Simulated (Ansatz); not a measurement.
Two structures of SiH2BrF3, closed shell, reached by relaxing down either side of one saddle point (PBE0-D4/def2-TZVP). Energies are electronic, without zero-point energy. Ansatz 0.2.0; basis: def2-TZVPP and def2-QZVPP; cores frozen in the correlated methods. Filled d shells of the heavier atoms are correlated. The def2 sets are not built for correlating such inner shells, so the correlated values are less sure here. Extrapolation: Hartree–Fock as exp(−7.88 √X), correlation as X^−2.97. First:

```
atom    x (Å)    y (Å)    z (Å)
 Si1  -0.9026  -0.5979   0.2009
  F2   0.3919  -0.3359   1.0665
  F3  -0.4579  -1.2522  -1.1561
  F4  -1.5773   0.7884  -0.0995
  H5  -1.8201  -1.4756   0.9239
  H6   2.1311   1.0895   0.1502
 Br7   2.2349   1.7839  -1.0859
```

Second:

Si1  (-0.852, 0.137, -0.334)
F2  (1.793, -0.994, 1.185)
F3  (-0.500, -1.090, -1.256)
F4  (-2.166, 0.802, -0.899)
H5  (-1.054, -0.280, 1.053)
H6  (2.015, -0.201, 0.762)
Br7  (0.765, 1.626, -0.511)
(Å)

Q: Which bonds change from the first to the second?

A: SiHF₃ ([F][SiH]([F])[F]) + HBr → SiHBrF₂ ([F][SiH]([F])[Br]) + HF; bonds formed: Si1–Br7, F2–H6; bonds broken: Si1–F2, H6–Br7.

Q: Give the saddle point's structure and its height above each. (An estimate is asked for; the value comes from the calculation.)

A: Computed: 42.96 kcal/mol above the first and 29.35 kcal/mol above the second (CCSD(T) at an estimated basis limit (MP2 extrapolated from triple and quadruple zeta, plus CCSD(T) − MP2 in triple zeta)).
```
7
angstrom
Si -0.5470 -0.2007 -0.0146
F 0.9841 -0.6396 0.8295
F -0.3565 -1.2522 -1.1727
F -1.5908 0.8540 -0.5947
H -1.2879 -0.6555 1.1641
H 1.5734 0.2980 0.3559
Br 1.2247 1.5961 -0.5676
```

The T1 diagnostic stays at or below 0.011.

Labels in which every atom is bracketed show which atoms are joined, not bond orders.

For scale, one of the runs: CCSD(T)/def2-TZVPP, 211 basis functions, launched by `ansatz run in.yaml --threads 8 --pin off --events-out ev --progress --plain --max-ram 19148MiB`. The run took 83 s on 8 CPU threads of an Arm Neoverse V1 (shared host), with 3.2 GiB of host memory at its peak.
